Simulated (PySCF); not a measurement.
Species: C8H5O (doublet state).
Structure used (GFN2-xTB), in Å, numbered top down from 1:
```
atom  x, y, z in Å
C1     3.518   -1.377   -0.974
C2     2.634   -0.724   -0.492
C3     1.616    0.068    0.094
C4     0.333   -0.163   -0.124
C5    -0.968   -0.058   -0.080
C6    -2.201   -0.083   -0.132
C7    -3.633   -0.030   -0.128
C8     2.052    1.177    0.973
O9     3.194    1.450    1.226
H10    4.287   -1.951   -1.397
H11   -3.985    0.974    0.120
H12   -4.024   -0.731    0.611
H13   -4.026   -0.304   -1.110
H14    1.203    1.751    1.391
```

The hyperfine couplings belong to this conformer and change with its torsions.

As a line formula: `C#C/C(=[C]/C#CC)C=O` [radical].

Theory: UKS B3LYP, pcH-1 on C H O, non-relativistic, mean-field spin-orbit, GIAO (PySCF). The structure is a single GFN2-xTB conformer in the gas phase; no vibrational or solvent corrections. A GFN2-xTB geometry isn't a minimum of the functional, and hyperfine couplings can be far from their values at a DFT geometry. The SCF solution wasn't tested for stability. ⟨S²⟩ is 0.783 where a pure state has 0.75.

Question: The isotropic 13C couplings are +115.4, -66.6, +65.9, +62.8, +55.6, -36.1, -22.7, +1.7 MHz. Assign them to C1; C2; C3; C4; C5; C6; C7; C8.

Answer: 
| site | a_iso (MHz) | ρ(0) (bohr⁻³) | position | distance from C4 (Å) | spin population | largest \|T\| (MHz) |
| --- | --- | --- | --- | --- | --- | --- |
| C1 | +1.7 | +0.0015 | 3 bonds from C4 | 3.51 | -0.04 | 7.3 |
| C2 | +62.8 | +0.0559 | 2 bonds from C4 | 2.40 | +0.05 | 3.6 |
| C3 | -36.1 | -0.0321 | 1 bond from C4 | 1.32 | -0.14 | 16.1 |
| C4 | +115.4 | +0.1026 | largest spin population | 0.00 | +0.74 | 108.6 |
| C5 | -66.6 | -0.0592 | 1 bond from C6 | 1.31 | -0.27 | 25.5 |
| C6 | +55.6 | +0.0494 | a main spin site | 2.53 | +0.61 | 84.9 |
| C7 | -22.7 | -0.0202 | 1 bond from C6 | 3.97 | -0.05 | 1.3 |
| C8 | +65.9 | +0.0586 | 2 bonds from C4 | 2.44 | +0.04 | 6.8 |

ρ(0) is the spin density at the nucleus and T the dipolar tensor; entries for several nuclei are means. Largest spin populations (Mulliken): C4 (+0.74), C6 (+0.61), C5 (-0.27) and C3 (-0.14). Main spin sites, with 60 % or more of the largest population: C4, C6; positions count bonds from the nearest.

Class means assume fast exchange of nuclei equivalent by connectivity; if that motion is slow, each nucleus keeps its own coupling. The three 1H nuclei of mean +53.6 MHz run from 14.3 to 81.5 MHz in the frozen geometry.
